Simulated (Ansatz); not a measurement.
`N[SiH]1SS1` + CH₄ → `C[SiH]1SS1` + NH₃ at 600 K and 1 bar (formal exchange of groups at the Si–N bond).

Computed with Ansatz on PBE0-D4/def2-TZVP structures; ΔE is electronic, products minus reactants. CCSD(T)/CBS adds triple-zeta CCSD(T) − MP2 to the extrapolated MP2 energy (def2 sets, frozen cores). This one scheme is used for every species. One conformer a species, not always the lowest.

```tsv
species	CCSD(T)/CBS energy (Eh)	H − E (kJ/mol)	S (J/(mol·K))
`N[SiH]1SS1`	-1141.20432	150.8	408.3
CH₄	-40.46206	140.4	215.7
`C[SiH]1SS1`	-1125.13339	179.6	398.9
NH₃	-56.50880	112.4	219.5
```

H − E and S are ideal-gas, rigid-rotor, harmonic terms from PBE0-D4/def2-TZVP, for one conformer and one mirror image of each species. 1 Eh = 2625.50 kJ/mol, R = 8.31446 J/(mol·K).

By hand: ΔE, ΔH, ΔS and ΔG.

ΔE = (-1125.13339) + (-56.50880) − (-1141.20432) − (-40.46206) = 0.02419 Eh = 63.5 kJ/mol. Δ(H − E) = 179.6 + 112.4 − 150.8 − 140.4 = 0.8, so ΔH = 64.3 kJ/mol. ΔS = 398.9 + 219.5 − 408.3 − 215.7 = -5.6 J/(mol·K). ΔG = 64.3 − 600 × (-5.6)/1000 = 67.7 kJ/mol.

By hand: the equilibrium constant, and the temperature at which ΔG would vanish if ΔH and ΔS stayed fixed.

log₁₀ K = −ΔG/(RT ln 10) = -5.9. ΔH and −TΔS have one sign here, so there is no such temperature.

The number of gas molecules stays the same, so ΔS is small and ΔH decides. A doubt of 5 kJ/mol in ΔE shifts log₁₀ K by 0.4 here. Other conformers and mirror images would add mixing entropy, several J/(mol·K) or more a flexible species. Modes under 60 cm⁻¹, often nearly free rotors, make the harmonic entropy too high. These are equilibria of isolated gas molecules and say nothing of rates. Largest T1 diagnostic: 0.012 (customary marks: 0.02 for closed shells, 0.045 for open ones).

ΔS is within the doubt of such terms, so its sign, and with it that verdict, could turn.
